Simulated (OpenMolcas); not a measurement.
A calculation on Sc+.

```
Program             : OpenMolcas
Method              : MS-CASPT2, IPEA 0.25 Eh, imaginary shift 0.1 Eh (closed shells correlated: 3s 3p)
Basis               : ANO-RCC-VTZP [6s5p3d2f1g]
Scalar Hamiltonian  : DKH2, point nucleus
Active space        : 2 electrons in 6 orbitals (3d 4s)
State averaging     : 2S+1 = 3 even, 15 roots; 2S+1 = 1 even, 21 roots kept (CI in the orbitals of an earlier block)
Spin-orbit coupling : state interaction with AMFI integrals over the reference wave functions, term energies averaged over their components
```

Task: Which level of the active space comes out lowest?

Result: 3d 4s ³D₁, with 100 % of that term; it is also the measured ground level.

Task: How high does 3d² ³F₃ lie?

Result: 0.630 eV above the lowest level; measured 0.6055 eV above the ground level, so the calculation is off by +4 %.

Task: How high does 3d² ¹D₂ lie?

Result: 1.263 eV above the lowest level; measured 1.3570 eV above the ground level, so the calculation is off by -7 %.

Task: How high does 3d² ³F₂ lie?

Result: 0.618 eV above the lowest level; measured 0.5955 eV above the ground level, so the calculation is off by +4 %.

Task: The level at 0.1313 eV has J = 2. What is it made of, and what is its g factor?

Result: 92 % 3d 4s ¹D₂, 8 % 3d² ¹D; g = 1.001, against 1.000 from Landé's formula for the pure leading term.

Measured values: NIST Handbook of Basic Atomic Spectroscopic Data.

CASPT2 does not keep the components of a term degenerate, so their means are used; among the terms shown or strongly mixed into the levels shown the widest spread is 600 cm-1 (3d² ³F). Over all roots computed the reference weight is 0.88 to 0.94; the roots of lowest weight are the least certain, and an intruder state may touch them. Terms from blocks run as CI alone lack orbitals of their own. A single d shell beside an s shell can misplace configurations of different d count against each other. Measured partners are found by configuration, term and J. A level has none where our copy of the source lacks it or the pairing is in doubt (some pairs that miss far off the trend of their configuration count as doubtful), and it then counts in no deviation. Only configurations of the active space appear.
